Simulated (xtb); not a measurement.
C4F6, SMILES FC1=C(F)C(F)(F)C1(F)F. All values are semi-empirical tight-binding results from xtb (GFN2-xTB unless named), good for trends rather than for accurate numbers. Geometry: GFN2-xTB.

Optimised geometry:

Bond lengths (Å): F1–C2 1.312, C2–C3 1.336, C2–C8 1.517, C3–F4 1.312, C3–C5 1.517, C5–F6 1.340, C5–F7 1.340, C5–C8 1.579, C8–F9 1.340, C8–F10 1.340. Angles (°): F1–C2–C3 135.2, F1–C2–C8 130.2, C3–C2–C8 94.6, C2–C3–F4 135.2, C2–C3–C5 94.6, F4–C3–C5 130.2, C3–C5–F6 116.7, C3–C5–F7 116.7, C3–C5–C8 85.4, F6–C5–F7 107.1, F6–C5–C8 115.1, F7–C5–C8 115.1, C2–C8–C5 85.4, C2–C8–F9 116.7, C2–C8–F10 116.7, C5–C8–F9 115.1, C5–C8–F10 115.1, F9–C8–F10 107.1.
Charge 0, spin multiplicity 1.

Computed properties:
```json
{
 "point_group_as_xtb_finds_it": "C2v",
 "orbital_gap": "4.78 eV",
 "dipole_moment": "1.32 D",
 "zero_point_energy": "23.5 kcal/mol",
 "G − E(el) at 298.15 K (modified RRHO)": "2.6 kcal/mol",
 "static polarisability (D4 model)": "51.0 bohr³",
 "solvation energy, GFN2-xTB/ALPB(water)": "1.6 kcal/mol",
 "solvation energy, GFN2-xTB/ALPB(ch2cl2)": "-1.4 kcal/mol"
}
```

Give the IR lines (harmonic; lines under 4 % of the strongest left out, lines within 3 cm⁻¹ merged). (The exact figures need the calculation; the answer reports its results.)

ν (cm⁻¹): 390 (w), 429 (w), 888 (m), 912 (m), 1093 (vs), 1097 (m), 1207 (w), 1289 (m), 1310 (vs), 1803 (m) (against the strongest line: vs over 80 %, s over 45 %, m over 15 %, w over 4 %, vw less)

Computed atomic charges and the Wiberg bond orders between heavy atoms:
charges (e) F1 -0.11, C2 0.13, C3 0.13, F4 -0.11, C5 0.32, F6 -0.17, F7 -0.17, C8 0.32, F9 -0.17, F10 -0.17. Bond orders F1–C2 1.04, C2–C3 1.70, C3–F4 1.04, C3–C5 0.94, C5–F6 0.97, C5–F7 0.97, C2–C8 0.94, C5–C8 0.88, C8–F9 0.97, C8–F10 0.97.
